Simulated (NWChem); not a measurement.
System: C3H4F2O; SMILES FC(CC=O)F

The following NWChem deck was run.

```
start job
memory heap 200 mb stack 900 mb global 1100 mb
geometry units angstroms noautosym nocenter noautoz
  O      0.527570    -2.056925    -0.515461
  C     -0.232483    -1.709293     0.359757
  C     -0.708843    -0.285046     0.559116
  C      0.042253     0.726998    -0.283749
  F     -0.582435     1.941878    -0.185799
  F      1.310937     0.868873     0.199631
  H     -0.656214    -2.446420     1.076322
  H     -0.623397    -0.006893     1.617500
  H     -1.779885    -0.245684     0.314415
  H      0.106521     0.453636    -1.340226
end
basis spherical
  * library 6-31g*
end
dft
  xc b3lyp
  iterations 150
end
cosmo
  do_cosmo_smd true
  solvent water
end
task dft energy
```

All runs use the structure optimised with B3LYP/6-31G* (spherical d). Solvent: water.

Level: B3LYP/6-31G* with SMD (1 M gas to 1 M solution), gas-phase geometry.

Question: What results follow from this input? (B3LYP/6-31G* (spherical d), SMD on the gas-phase geometry.) Quantities: solvation free energy (kcal/mol); cavity-dispersion-structure term (kcal/mol); dipole in solution (D).

Answer: solvation free energy (kcal/mol): -4.1
cavity-dispersion-structure term (kcal/mol): 4.6
dipole in solution (D): 3.67
